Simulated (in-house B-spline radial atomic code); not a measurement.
Ne³⁺. Computed with a B-spline radial atomic code. Model: all-electron spherical atom, spin shells full or empty, radial basis limit, no spin-orbit coupling: exact exchange with a local potential (Slater, KLI or optimised effective potential, whose far tail is KLI's), no correlation.

Exchange potential has not reached -1/r at the last radius.

The run also made RPA and GW results, which its time includes.

The Slater potential averages the orbital exchange potentials with the orbital densities as weights, KLI adds orbital constants, and the optimised effective potential minimises the exact-exchange energy among local potentials. So their energies lie above Hartree-Fock in the order OEP, KLI, Slater. All fall off as −1/r, unlike LDA and GGA exchange.

Command:
```bash
python run_gw.py task.json out
```
Settings (lengths in bohr, energies in hartree):
```
Z                      10
electrons              7
configuration          [He] 2s2 2p3
hamiltonian            nr
method                 oep
lmax                   9
spin_polarised         True
box_radius             14.14
intervals              64
```

Time taken, with all properties: 2.5 s on 1 thread of Arm Neoverse N1, with other jobs on the host.

Given: hamiltonian non-relativistic; mean-field start exchange-only OEP.

Computed: energy above Hartree-Fock 1.306 millihartree; virial ratio -E/T less 1 -1e-06.

```json
{"radius (bohr)": "0.005", "r times exchange potential up (hartree bohr)": "-0.04107", "r times exchange potential down (hartree bohr)": "-0.041548"}
{"radius (bohr)": "0.00594", "r times exchange potential up (hartree bohr)": "-0.048757", "r times exchange potential down (hartree bohr)": "-0.049322"}
{"radius (bohr)": "0.00705", "r times exchange potential up (hartree bohr)": "-0.057813", "r times exchange potential down (hartree bohr)": "-0.058478"}
{"radius (bohr)": "0.00836", "r times exchange potential up (hartree bohr)": "-0.068463", "r times exchange potential down (hartree bohr)": "-0.069243"}
{"radius (bohr)": "0.00993", "r times exchange potential up (hartree bohr)": "-0.081169", "r times exchange potential down (hartree bohr)": "-0.082087"}
{"radius (bohr)": "0.0118", "r times exchange potential up (hartree bohr)": "-0.096206", "r times exchange potential down (hartree bohr)": "-0.097277"}
{"radius (bohr)": "0.014", "r times exchange potential up (hartree bohr)": "-0.11374", "r times exchange potential down (hartree bohr)": "-0.11499"}
{"radius (bohr)": "0.0166", "r times exchange potential up (hartree bohr)": "-0.13421", "r times exchange potential down (hartree bohr)": "-0.13566"}
{"radius (bohr)": "0.0197", "r times exchange potential up (hartree bohr)": "-0.15821", "r times exchange potential down (hartree bohr)": "-0.15989"}
{"radius (bohr)": "0.0234", "r times exchange potential up (hartree bohr)": "-0.18623", "r times exchange potential down (hartree bohr)": "-0.18815"}
{"radius (bohr)": "0.0278", "r times exchange potential up (hartree bohr)": "-0.21855", "r times exchange potential down (hartree bohr)": "-0.22072"}
{"radius (bohr)": "0.033", "r times exchange potential up (hartree bohr)": "-0.25523", "r times exchange potential down (hartree bohr)": "-0.25769"}
{"radius (bohr)": "0.0391", "r times exchange potential up (hartree bohr)": "-0.29603", "r times exchange potential down (hartree bohr)": "-0.29872"}
{"radius (bohr)": "0.0465", "r times exchange potential up (hartree bohr)": "-0.34213", "r times exchange potential down (hartree bohr)": "-0.34509"}
{"radius (bohr)": "0.0551", "r times exchange potential up (hartree bohr)": "-0.39088", "r times exchange potential down (hartree bohr)": "-0.394"}
{"radius (bohr)": "0.0655", "r times exchange potential up (hartree bohr)": "-0.44292", "r times exchange potential down (hartree bohr)": "-0.44623"}
{"radius (bohr)": "0.0777", "r times exchange potential up (hartree bohr)": "-0.49458", "r times exchange potential down (hartree bohr)": "-0.49815"}
{"radius (bohr)": "0.0922", "r times exchange potential up (hartree bohr)": "-0.5435", "r times exchange potential down (hartree bohr)": "-0.54764"}
{"radius (bohr)": "0.109", "r times exchange potential up (hartree bohr)": "-0.58453", "r times exchange potential down (hartree bohr)": "-0.59066"}
{"radius (bohr)": "0.13", "r times exchange potential up (hartree bohr)": "?", "r times exchange potential down (hartree bohr)": "?"}
{"radius (bohr)": "0.154", "r times exchange potential up (hartree bohr)": "-0.62268", "r times exchange potential down (hartree bohr)": "-0.6458"}
{"radius (bohr)": "0.183", "r times exchange potential up (hartree bohr)": "-0.60301", "r times exchange potential down (hartree bohr)": "-0.64641"}
{"radius (bohr)": "0.217", "r times exchange potential up (hartree bohr)": "-0.56193", "r times exchange potential down (hartree bohr)": "-0.61762"}
{"radius (bohr)": "0.258", "r times exchange potential up (hartree bohr)": "?", "r times exchange potential down (hartree bohr)": "?"}
{"radius (bohr)": "0.306", "r times exchange potential up (hartree bohr)": "-0.63386", "r times exchange potential down (hartree bohr)": "-0.40409"}
{"radius (bohr)": "0.364", "r times exchange potential up (hartree bohr)": "-0.79408", "r times exchange potential down (hartree bohr)": "-0.39383"}
{"radius (bohr)": "0.432", "r times exchange potential up (hartree bohr)": "-0.95235", "r times exchange potential down (hartree bohr)": "-0.56536"}
{"radius (bohr)": "0.512", "r times exchange potential up (hartree bohr)": "-1.0892", "r times exchange potential down (hartree bohr)": "-0.70055"}
{"radius (bohr)": "0.608", "r times exchange potential up (hartree bohr)": "-1.207", "r times exchange potential down (hartree bohr)": "-0.78642"}
{"radius (bohr)": "0.722", "r times exchange potential up (hartree bohr)": "-1.296", "r times exchange potential down (hartree bohr)": "-0.85454"}
{"radius (bohr)": "0.857", "r times exchange potential up (hartree bohr)": "-1.345", "r times exchange potential down (hartree bohr)": "-0.9117"}
{"radius (bohr)": "1.02", "r times exchange potential up (hartree bohr)": "-1.3504", "r times exchange potential down (hartree bohr)": "-0.95387"}
{"radius (bohr)": "1.21", "r times exchange potential up (hartree bohr)": "-1.3192", "r times exchange potential down (hartree bohr)": "-0.9793"}
{"radius (bohr)": "1.43", "r times exchange potential up (hartree bohr)": "-1.2679", "r times exchange potential down (hartree bohr)": "-0.99227"}
{"radius (bohr)": "1.7", "r times exchange potential up (hartree bohr)": "-1.2087", "r times exchange potential down (hartree bohr)": "-0.99765"}
{"radius (bohr)": "2.02", "r times exchange potential up (hartree bohr)": "-1.1554", "r times exchange potential down (hartree bohr)": "-0.99957"}
{"radius (bohr)": "2.4", "r times exchange potential up (hartree bohr)": "-1.1123", "r times exchange potential down (hartree bohr)": "-0.99988"}
```

Q: What belongs in the row 0.13?

A: r times exchange potential up (hartree bohr): -0.61439; r times exchange potential down (hartree bohr): -0.62558.

Q: What belongs in the row 0.258?

A: r times exchange potential up (hartree bohr): -0.54911; r times exchange potential down (hartree bohr): -0.53681.

```
occupied  level (hartree)  Hartree-Fock level (hartree)
   1s up          -34.112                       -35.939
 1s down          -34.121                       -35.714
   2s up           -4.463                       -4.6569
 2s down                ?                             ?
   2p up          -3.6198                       -3.6193
```

Q: What belongs in the row 2s down?

A: level (hartree): -3.9233; Hartree-Fock level (hartree): -3.9234.

```json
{"empty": "2p down", "level (hartree)": "-3.0681"}
{"empty": "3s up", "level (hartree)": "-1.4232"}
{"empty": "3s down", "level (hartree)": "-1.3079"}
{"empty": "3p up", "level (hartree)": "-1.2209"}
{"empty": "3p down", "level (hartree)": "?"}
{"empty": "3d up", "level (hartree)": "-1.0069"}
{"empty": "3d down", "level (hartree)": "-0.90786"}
{"empty": "4s up", "level (hartree)": "?"}
{"empty": "4s down", "level (hartree)": "-0.66034"}
```

Q: What belongs in the row 3p down?

A: level (hartree): -1.1145.

Q: What belongs in the row 4s up?

A: level (hartree): -0.69362.

The highest level, 2p up, differs from Hartree-Fock by -0.016 eV and the deepest, 1s down, by +43.4 eV: a local potential can match the highest level but can't give each shell its own exchange.
